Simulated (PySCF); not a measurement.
# Computed records: BClH₄Si₂, BH₄NSi₂, CH₄Si₂, BH₅OSi₂ and others

Calculation on a computer-drawn molecule: optimised geometry and harmonic frequencies of an isolated molecule of the commonest isotopes, restricted reference for singlets and unrestricted otherwise, frozen core in MP2. Program: PySCF 2.14.0.

Common to all runs: charge 0; multiplicity 1; basis cc-pV(D+d)Z.

(1) BClH₄Si₂

Start structure:
```xyz
8
BClH4Si2
Si     0.8548     0.9608    -0.7819
Si     0.4208    -0.6119     0.8628
B     -1.2825    -1.3971     1.2362
Cl    -2.2140    -0.6397     2.4412
H     -0.1083     1.5062    -1.7410
H      1.4547     2.1159    -0.1183
H      1.9772     0.3940    -1.5650
H     -1.5595    -2.5538     1.0405
```

Settings of this run: method HF.

It finds rotational constants 5.617, 1.559, 1.317 GHz; total energy -1064.3555 hartree; convergence status largest gradient component 1.375e-05 hartree/bohr.

Drawn bonds:
```
atom  other atom  order
   1           2      1
   2           3      1
   3           4      1
   1           5      1
   1           6      1
   1           7      1
   3           8      1
```

Optimised structure:
```xyz
8
BClH4Si2
Si     0.8221     0.7239    -0.6533
Si     0.9476    -1.0851     0.9419
B     -1.0540    -1.1871     1.1250
Cl    -1.8709    -0.1806     2.3445
H     -0.3754     0.7204    -1.5290
H      0.8062     1.9573     0.1750
H      2.0259     0.7419    -1.5176
H     -1.7583    -1.9163     0.4881
```

Modes:
```
frequency (cm⁻¹)  reduced mass (dalton)
            62.1                  1.338
           65.98                  3.004
             146                   8.49
             174                  2.649
             384                  4.249
           471.4                  1.387
           547.8                  1.685
           582.7                  2.153
           785.7                  1.536
           832.8                  3.641
           963.1                  1.099
            1005                  1.037
            1038                  1.039
            1082                  1.388
            2287                  1.036
            2294                  1.046
            2305                  1.038
            2727                  1.091
```

(2) BH₄NSi₂

Start structure:
```xyz
8
BH4NSi2
Si    -0.9016     0.1162    -1.8246
B     -1.2315     0.6063     0.0151
N     -1.2646    -0.4517     1.0222
Si    -1.2714    -1.5988     2.0742
H      0.5502     0.1867    -2.2520
H     -1.6137     1.6866     0.2773
H     -0.2625    -1.6727     3.0671
H     -2.3687    -2.5798     2.1459
```

It was run with method HF.

Results for BH₄NSi₂: rotational constants 17.9, 1.716, 1.619 GHz; total energy -659.2592 hartree; convergence status largest gradient component 1.079e-05 hartree/bohr.

Drawn bonds:
```
atom  other atom  order
   1           2      1
   2           3      1
   3           4      2
   1           5      1
   2           6      1
   4           7      1
   4           8      1
```

Optimised structure:
```xyz
8
BH4NSi2
Si    -0.8790    -0.0403    -1.9656
B     -1.3367     0.5462    -0.0457
N     -1.3133    -0.4234     0.9446
Si    -1.2749    -1.5451     2.0264
H      0.5919     0.3248    -1.8324
H     -1.6426     1.6849     0.2272
H     -0.0759    -1.8693     2.8109
H     -2.4332    -2.3850     2.3598
```

Modes:
```
frequency (cm⁻¹)  reduced mass (dalton)
           59.56                   7.48
           123.4                  2.334
           247.6                  1.062
           295.9                  2.452
           319.6                  2.223
           548.9                  2.024
             597                   1.43
           694.3                  1.156
           749.5                  1.239
           879.3                  2.967
           890.1                   1.51
            1071                  1.091
            1129                  1.582
            1596                  11.84
            2114                  1.042
            2378                  1.029
            2380                  1.057
            2609                   1.09
```

(3) CH₄Si₂

Start structure:
```xyz
7
CH4Si2
Si     1.6330    -0.1655    -0.1457
C      1.2105    -1.3328    -1.5221
Si    -0.2282    -1.5057    -2.5001
H      0.3321     0.7481    -0.2270
H      2.0353    -2.1463    -1.6607
H     -1.3617    -0.5337    -2.3410
H     -0.4777    -2.4829    -3.5050
```

Here we set method HF.

Results for CH₄Si₂: rotational constants 31.98, 3.414, 3.084 GHz; total energy -617.9661 hartree; convergence status largest gradient component 3.459e-05 hartree/bohr.

Drawn bonds:
```
atom  other atom  order
   1           2      1
   2           3      2
   1           4      1
   2           5      1
   3           6      1
   3           7      1
```

Optimised structure:
```xyz
7
CH4Si2
Si     1.5652    -0.1245    -0.1992
C      1.2564    -1.4006    -1.5004
Si    -0.1828    -1.4413    -2.4211
H      0.2421     0.6175    -0.3663
H      2.0161    -2.1555    -1.6907
H     -1.2763    -0.4768    -2.2531
H     -0.4773    -2.4377    -3.4708
```

Modes:
```
frequency (cm⁻¹)  reduced mass (dalton)
           173.9                  1.576
           230.9                  4.182
           450.4                  1.016
           602.4                  1.571
           678.8                  1.234
           732.8                  1.978
             880                  1.095
           944.7                  1.375
            1006                  1.444
            1060                  1.169
            1231                  2.269
            2076                  1.042
            2342                   1.04
            2395                  1.044
            3301                  1.087
```

(4) CH₄Si₂

Start structure:
```xyz
7
CH4Si2
Si     1.5652    -0.1245    -0.1992
C      1.2564    -1.4006    -1.5004
Si    -0.1828    -1.4413    -2.4211
H      0.2421     0.6175    -0.3663
H      2.0161    -2.1555    -1.6907
H     -1.2763    -0.4768    -2.2531
H     -0.4773    -2.4377    -3.4708
```

Settings of this run: method MP2.

It finds rotational constants 30.31, 3.436, 3.086 GHz; total energy -618.2838 hartree; convergence status largest gradient component 1.61e-05 hartree/bohr.

Drawn bonds:
```
atom  other atom  order
   1           2      1
   2           3      2
   1           4      1
   2           5      1
   3           6      1
   3           7      1
```

Optimised structure:
```xyz
7
CH4Si2
Si     1.5463    -0.1048    -0.1936
C      1.2875    -1.4124    -1.4915
Si    -0.1796    -1.4348    -2.4135
H      0.1963     0.5731    -0.4330
H      2.0545    -2.1764    -1.6855
H     -1.2511    -0.4448    -2.2099
H     -0.5105    -2.4189    -3.4746
```

Modes:
```
frequency (cm⁻¹)  reduced mass (dalton)
            90.9                  1.509
           226.1                  4.552
           446.2                  1.016
           569.2                  1.408
           604.3                   1.25
           691.4                  2.195
           826.9                  1.091
           893.8                  1.391
           942.3                  1.441
           997.2                  1.121
            1126                  2.447
            2053                  1.042
            2277                  1.039
            2345                  1.046
            3199                  1.087
```

(5) BH₅OSi₂

Start structure:
```xyz
9
BH5OSi2
Si    -2.4167     1.1757    -0.9446
O     -1.2183     2.0959    -0.3352
B     -0.2201     2.7090     0.2312
Si     1.3201     1.6167     1.1416
H     -1.8564     0.9982    -2.2411
H     -0.1589     3.8296     0.1133
H      1.5283     2.0906     2.4939
H      0.9748     0.1660     1.2171
H      2.5361     1.6582     0.4031
```

Here we set method HF.

The calculation gives: rotational constants 17.92, 1.586, 1.501 GHz; total energy -680.3427 hartree; convergence status largest gradient component 2.569e-05 hartree/bohr.

Drawn bonds:
```
atom  other atom  order
   1           2      1
   2           3      1
   3           4      1
   1           5      1
   3           6      1
   4           7      1
   4           8      1
   4           9      1
```

Optimised structure:
```xyz
9
BH5OSi2
Si    -2.5444     1.2589    -0.9320
O     -1.1765     2.0001    -0.3819
B     -0.1441     2.6390     0.1969
Si     1.3359     1.5967     1.1677
H     -2.0448     0.9795    -2.3426
H     -0.1124     3.8426     0.1189
H      1.4926     2.0929     2.5601
H      1.0468     0.1400     1.2195
H      2.6358     1.7903     0.4726
```

Modes:
```
frequency (cm⁻¹)  reduced mass (dalton)
           48.16                  1.141
           61.35                  7.535
           103.1                  3.457
             232                  1.283
           255.3                  2.892
           492.2                  1.634
           502.1                  1.237
           718.2                  2.211
           753.1                  4.538
             875                  1.588
           940.3                  1.136
           990.2                  1.122
            1022                  1.035
            1027                  1.036
            1203                  1.288
            1419                  9.575
            2100                  1.045
            2281                   1.05
            2284                   1.05
            2292                  1.021
            2652                   1.09
```

(6) AlClH₂OSi

Start structure:
```xyz
6
AlClH2OSi
Si     2.4208    -3.7833     0.7350
O      1.1291    -2.7970     1.0846
Al    -0.0678    -1.6603     1.3294
Cl    -0.1169    -0.5008     3.0187
H      3.2110    -2.7953    -0.0551
H     -1.0410    -1.5704     0.2148
```

Here we set method HF.

The calculation gives: rotational constants 11.62, 1.355, 1.227 GHz; total energy -1066.5178 hartree; convergence status largest gradient component 1.582e-05 hartree/bohr.

Drawn bonds:
```
atom  other atom  order
   1           2      1
   2           3      1
   3           4      1
   1           5      1
   3           6      1
```

Optimised structure:
```xyz
6
AlClH2OSi
Si     2.4214    -3.7827     0.7806
O      1.1701    -2.7271     0.9601
Al    -0.0978    -1.6712     1.2605
Cl    -0.0429    -0.5294     3.0285
H      3.3815    -2.8663     0.0195
H     -1.2971    -1.5305     0.2781
```

Modes:
```
frequency (cm⁻¹)  reduced mass (dalton)
           66.18                   12.4
           93.83                  2.773
           127.1                  1.336
           246.6                  14.87
           488.9                  17.13
           513.7                  1.303
           595.8                  4.284
           727.4                  1.305
           945.7                  1.182
            1108                     11
            2059                  1.044
            2084                  1.044
```

(7) AlClH₂OSi

Start structure:
```xyz
6
AlClH2OSi
Si     2.4214    -3.7827     0.7806
O      1.1701    -2.7271     0.9601
Al    -0.0978    -1.6712     1.2605
Cl    -0.0429    -0.5294     3.0285
H      3.3815    -2.8663     0.0195
H     -1.2971    -1.5305     0.2781
```

Settings of this run: method MP2.

It finds rotational constants 11.48, 1.334, 1.209 GHz; total energy -1066.9758 hartree; convergence status largest gradient component 2.496e-05 hartree/bohr.

Drawn bonds:
```
atom  other atom  order
   1           2      1
   2           3      1
   3           4      1
   1           5      1
   3           6      1
```

Optimised structure:
```xyz
6
AlClH2OSi
Si     2.4274    -3.7875     0.7971
O      1.2098    -2.6474     0.9112
Al    -0.1165    -1.6434     1.2706
Cl    -0.0828    -0.5346     3.0549
H      3.4279    -2.9456    -0.0039
H     -1.3306    -1.5488     0.2975
```

Modes:
```
frequency (cm⁻¹)  reduced mass (dalton)
           51.19                  18.24
           66.86                  4.112
           146.3                  1.156
           223.4                  14.34
             476                  10.76
           488.4                  1.325
           578.7                  3.618
           694.2                  1.376
           890.9                  1.182
            1055                  10.73
            2031                  1.044
            2051                  1.044
```

(8) ClH₃Si₂

Start structure:
```xyz
6
ClH3Si2
Si     1.5694     0.8207    -1.2650
Si     0.3116    -0.7015    -0.1352
Cl    -0.7381    -1.3071    -1.8417
H      2.9673     0.1643    -1.4336
H      0.5412    -2.0680     0.5846
H     -0.6960    -0.0477     0.7214
```

It was run with method HF.

Results for ClH₃Si₂: rotational constants 9.579, 2.613, 2.14 GHz; total energy -1039.1054 hartree; convergence status largest gradient component 2.404e-05 hartree/bohr.

Drawn bonds:
```
atom  other atom  order
   1           2      1
   2           3      1
   1           4      1
   2           5      1
   2           6      1
```

Optimised structure:
```xyz
6
ClH3Si2
Si     1.7471     0.9610    -1.0645
Si     0.2308    -0.6661    -0.1420
Cl    -0.6924    -1.3295    -1.9109
H      2.6967    -0.1344    -1.4987
H      0.8163    -1.8448     0.5303
H     -0.8432    -0.1254     0.7164
```

Modes:
```
frequency (cm⁻¹)  reduced mass (dalton)
           74.14                  14.85
             200                  1.077
           423.3                  7.352
           450.9                  1.113
           522.7                   16.6
           692.3                  1.115
           771.2                  1.085
           872.7                  1.116
            1037                  1.052
            2161                  1.042
            2321                  1.035
            2327                  1.047
```
